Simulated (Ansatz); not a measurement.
Steps of a relaxation of C2H8BNSn, SMILES `C[CH]1B[NH][SnH2]1` with RKS PBE-D4/def2-SVP.

```sh
$ ansatz run in.yaml --threads 2 --pin off --events-out ev --progress --plain --max-ram 32768MiB --backend cpu
```

```yaml
crystal:
  periodic: [false, false, false]
  atoms:
    - {symbol: C, position_ang: [-1.372100, 0.326700, 0.658300]}
    - {symbol: C, position_ang: [-0.081600, -0.352200, 0.605600]}
    - {symbol: B, position_ang: [-0.053500, -1.464200, -0.584200]}
    - {symbol: N, position_ang: [1.225700, -0.714700, -1.278500]}
    - {symbol: Sn, position_ang: [1.442100, 0.892800, -0.089700]}
    - {symbol: H, position_ang: [-1.661900, 0.835500, -0.343200]}
    - {symbol: H, position_ang: [-2.198400, -0.338300, 0.931900]}
    - {symbol: H, position_ang: [-1.346300, 1.197900, 1.399200]}
    - {symbol: H, position_ang: [0.175100, -0.779100, 1.634100]}
    - {symbol: H, position_ang: [-0.637000, -2.442600, -0.781100]}
    - {symbol: H, position_ang: [0.776600, -0.376000, -2.168500]}
    - {symbol: H, position_ang: [2.941600, 0.780900, 0.866800]}
    - {symbol: H, position_ang: [0.810100, 2.398500, -0.835900]}
basis:
  gaussian: {orbitals: def2-SVP}
hamiltonian: {xc: pbe, dispersion: d4}
relax: {f_tol: 0.03, max_steps: 200}
```

Positions (Å) and forces (eV/Å) along the path, 10 of 13 steps:

```xyz
13
step=1 energy=-10190.3682 eV
C    -1.372    0.327    0.658   -1.827    2.650   -0.104
C    -0.082   -0.352    0.606   -0.497   -2.716    2.698
B    -0.053   -1.464   -0.584    4.973    4.995    0.829
N     1.226   -0.715   -1.278   -3.111   -3.011   -3.182
Sn    1.442    0.893   -0.090    0.822    1.470    0.980
H    -1.662    0.836   -0.343    0.225   -0.625    0.930
H    -2.198   -0.338    0.932   -0.560   -0.213    0.125
H    -1.346    1.198    1.399   -0.314   -0.678   -0.468
H     0.175   -0.779    1.634   -0.410    0.226   -0.531
H    -0.637   -2.443   -0.781   -0.727   -1.116   -0.704
H     0.777   -0.376   -2.168    1.246   -0.840   -0.338
H     2.942    0.781    0.867   -0.357    0.345   -0.566
H     0.810    2.398   -0.836    0.537   -0.485    0.329
13
step=2 energy=-10191.9572 eV
C    -1.430    0.349    0.702   -0.909    1.091   -0.305
C    -0.126   -0.374    0.728    1.093   -1.233    0.194
B     0.084   -1.368   -0.535    2.016    1.867   -1.164
N     1.225   -0.761   -1.429   -2.713   -0.789    1.205
Sn    1.441    0.849   -0.085    0.217    0.340    0.103
H    -1.664    0.815   -0.309    0.140   -0.374    0.574
H    -2.270   -0.321    0.948   -0.353   -0.041    0.102
H    -1.414    1.208    1.421   -0.290   -0.274   -0.101
H     0.120   -0.805    1.726   -0.254    0.067   -0.005
H    -0.585   -2.342   -0.820   -0.008   -0.083   -0.183
H     0.831   -0.460   -2.336    0.628   -0.677   -0.331
H     2.927    0.827    0.801    0.177    0.175   -0.226
H     0.881    2.349   -0.798    0.255   -0.070    0.137
13
step=3 energy=-10192.5024 eV
C    -1.464    0.351    0.728   -0.298    0.244   -0.045
C    -0.135   -0.382    0.764    0.610   -0.392   -0.467
B     0.094   -1.288   -0.559    0.619   -0.033   -0.437
N     1.170   -0.772   -1.405   -1.725    0.633   -0.119
Sn    1.447    0.870   -0.064    0.090   -0.060    0.097
H    -1.678    0.800   -0.273    0.034   -0.122    0.135
H    -2.312   -0.326    0.959   -0.110   -0.002    0.059
H    -1.472    1.194    1.447   -0.222   -0.015    0.100
H     0.091   -0.841    1.744   -0.106   -0.008    0.149
H    -0.566   -2.285   -0.869   -0.028    0.268   -0.031
H     0.912   -0.618   -2.414    0.830   -0.703    0.724
H     2.984    0.886    0.724    0.202    0.088   -0.160
H     0.949    2.376   -0.766    0.105    0.101   -0.004
13
step=5 energy=-10192.9277 eV
C    -1.525    0.322    0.765    0.236    0.139   -0.124
C    -0.143   -0.354    0.761   -0.175   -0.075   -0.060
B     0.064   -1.228   -0.584   -0.311   -0.259    0.287
N     1.097   -0.706   -1.373   -0.076    0.341   -1.114
Sn    1.483    0.904   -0.037   -0.028   -0.105    0.062
H    -1.728    0.774   -0.227   -0.144    0.086   -0.040
H    -2.349   -0.399    0.955    0.090   -0.090    0.029
H    -1.611    1.134    1.513   -0.045    0.023    0.103
H     0.060   -0.827    1.740    0.135   -0.083    0.031
H    -0.678   -2.153   -0.897    0.056    0.009   -0.083
H     1.188   -0.862   -2.405    0.214   -0.076    0.998
H     3.137    0.917    0.500   -0.001    0.017   -0.025
H     1.027    2.443   -0.696    0.049    0.072   -0.066
13
step=8 energy=-10193.0285 eV
C    -1.539    0.349    0.795   -0.006   -0.026    0.028
C    -0.176   -0.349    0.728   -0.098    0.073   -0.084
B     0.035   -1.227   -0.612   -0.049   -0.042    0.040
N     1.056   -0.671   -1.399    0.067    0.027   -0.218
Sn    1.459    0.913   -0.054    0.023   -0.028    0.027
H    -1.775    0.863   -0.162   -0.052    0.022    0.046
H    -2.347   -0.397    0.962   -0.002    0.011   -0.004
H    -1.619    1.104    1.606    0.021   -0.034    0.000
H     0.068   -0.855    1.686    0.048    0.013   -0.022
H    -0.653   -2.189   -0.934    0.034   -0.016    0.006
H     1.342   -0.965   -2.341   -0.003    0.003    0.198
H     3.114    0.932    0.490   -0.011   -0.010   -0.013
H     1.055    2.457   -0.751    0.028    0.006   -0.004
13
step=9 energy=-10193.0468 eV
C    -1.579    0.354    0.827   -0.072    0.027    0.074
C    -0.212   -0.313    0.672   -0.022    0.056   -0.007
B     0.022   -1.201   -0.656    0.147   -0.041    0.053
N     1.089   -0.680   -1.409   -0.063    0.033   -0.020
Sn    1.469    0.922   -0.078   -0.050   -0.007    0.006
H    -1.909    0.879   -0.096    0.066    0.016    0.041
H    -2.356   -0.416    1.036    0.020    0.012    0.001
H    -1.618    1.086    1.664   -0.008   -0.049   -0.068
H     0.071   -0.832    1.615    0.046    0.002   -0.065
H    -0.626   -2.187   -0.969   -0.085   -0.041   -0.037
H     1.435   -1.035   -2.304    0.035    0.009    0.043
H     3.109    0.918    0.515   -0.043   -0.012   -0.003
H     1.126    2.470   -0.803    0.029   -0.005   -0.017
13
step=10 energy=-10192.8636 eV rejected
C    -1.598    0.375    0.885    0.565   -0.573   -0.703
C    -0.236   -0.284    0.624   -0.043   -0.282    0.320
B     0.076   -1.273   -0.622   -1.176    0.900   -0.835
N     1.087   -0.689   -1.401    0.401   -0.250   -0.032
Sn    1.413    0.938   -0.084    0.038    0.130   -0.402
H    -1.831    0.981   -0.001   -0.419    0.245   -0.212
H    -2.383   -0.392    0.987   -0.235   -0.179    0.001
H    -1.662    1.031    1.758    0.208    0.211    0.446
H     0.155   -0.849    1.474    0.018   -0.116    0.975
H    -0.657   -2.202   -0.985    0.409   -0.049    0.267
H     1.494   -1.049   -2.267    0.050   -0.093    0.030
H     3.007    0.941    0.564    0.228   -0.007    0.128
H     1.155    2.439   -0.916   -0.044    0.061    0.018
13
step=11 energy=-10193.0546 eV
C    -1.595    0.356    0.853    0.018   -0.003   -0.017
C    -0.228   -0.297    0.647   -0.036    0.033    0.010
B     0.021   -1.200   -0.670   -0.007    0.019   -0.033
N     1.096   -0.683   -1.414    0.049   -0.044   -0.042
Sn    1.449    0.937   -0.099    0.006    0.012   -0.028
H    -1.923    0.928   -0.040    0.003   -0.007    0.035
H    -2.368   -0.423    1.035   -0.006   -0.005   -0.008
H    -1.624    1.048    1.722    0.014   -0.030   -0.031
H     0.098   -0.827    1.568    0.010    0.009    0.028
H    -0.628   -2.188   -0.986   -0.019   -0.011    0.009
H     1.495   -1.071   -2.273   -0.038    0.041    0.061
H     3.066    0.914    0.547   -0.002    0.007    0.005
H     1.161    2.471   -0.875    0.008   -0.021    0.012
13
step=12 energy=-10193.0554 eV
C    -1.596    0.352    0.854    0.026    0.003   -0.012
C    -0.227   -0.294    0.646   -0.026    0.006   -0.011
B     0.018   -1.198   -0.670    0.003    0.010   -0.005
N     1.099   -0.688   -1.410    0.022   -0.029   -0.041
Sn    1.450    0.937   -0.103    0.009    0.015   -0.007
H    -1.922    0.932   -0.034   -0.012    0.000    0.007
H    -2.368   -0.430    1.026   -0.006   -0.008   -0.005
H    -1.627    1.036    1.727    0.002   -0.006    0.005
H     0.104   -0.821    1.568    0.004   -0.003    0.029
H    -0.639   -2.182   -0.986   -0.006    0.006    0.003
H     1.491   -1.074   -2.274   -0.013    0.022    0.039
H     3.062    0.927    0.554    0.009   -0.012    0.006
H     1.177    2.469   -0.883   -0.013   -0.005   -0.007
13
step=13 energy=-10193.0557 eV
C    -1.597    0.350    0.856    0.018    0.004   -0.003
C    -0.226   -0.288    0.645   -0.009   -0.011   -0.014
B     0.018   -1.193   -0.671    0.008   -0.002    0.007
N     1.106   -0.691   -1.407   -0.008   -0.017   -0.021
Sn    1.452    0.940   -0.106   -0.005   -0.014    0.004
H    -1.925    0.940   -0.024   -0.012    0.003   -0.009
H    -2.367   -0.437    1.016   -0.002   -0.004   -0.003
H    -1.632    1.022    1.737   -0.005    0.008    0.019
H     0.109   -0.812    1.567    0.001   -0.005    0.011
H    -0.648   -2.172   -0.988    0.003    0.013   -0.002
H     1.495   -1.076   -2.270    0.002    0.007    0.016
H     3.061    0.920    0.561    0.004    0.011   -0.004
H     1.174    2.463   -0.901    0.004    0.006   -0.001
```

Run time 32 s (2 threads of an AMD EPYC 7R13 on a shared host); peak host memory 0.18 GiB.
